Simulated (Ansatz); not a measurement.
System: C4H5SSi (charge -1, singlet). It need not be the lowest isomer of its formula. Whether it binds its extra electron was not tested at this geometry. 
Geometry from a B3LYP-D3(BJ)/def2-TZVP (Ansatz, a quantum-chemistry and plane-wave program) optimisation:
```xyz
11

Si    -2.1498    -0.2127    -0.3368
C     -0.3443    -0.1776    -0.1330
C      0.5736    -1.1217    -0.5588
C      1.9227    -0.8002    -0.2439
C      2.1569     0.3953     0.4380
S      0.5911     1.0872     0.6588
H     -2.9214    -0.1940     0.9446
H     -2.5923    -1.4437    -1.0595
H     -2.7113     0.9375    -1.1111
H      0.2760    -2.0244    -1.0860
H      2.7347    -1.4668    -0.5278
```
Charge -1, spin multiplicity 1.

Basis-set convergence of Hartree-Fock and MP2 correlation energies (hartree) with Ansatz. Correlated levels leave the core frozen unless marked. No spin-orbit coupling. No relativistic terms.

| basis | functions | E(HF) | E(corr, MP2) |
|---|---|---|---|
| aug-cc-pV(D+d)Z | 201 | -840.82078 | -0.81121 |
| aug-cc-pV(T+d)Z | 409 | -840.87827 | -0.96831 |
| aug-cc-pV(Q+d)Z | 728 | -840.89334 | -1.02413 |

Extrapolating the two largest sets (X = 3 and 4) as X^-3: E(corr) = (64·(-1.02413) - 27·(-0.96831))/37 = -1.0649 Eh, an estimate of the basis-set limit. The largest set recovers 96.2 % of it, the smallest 76.2 %.
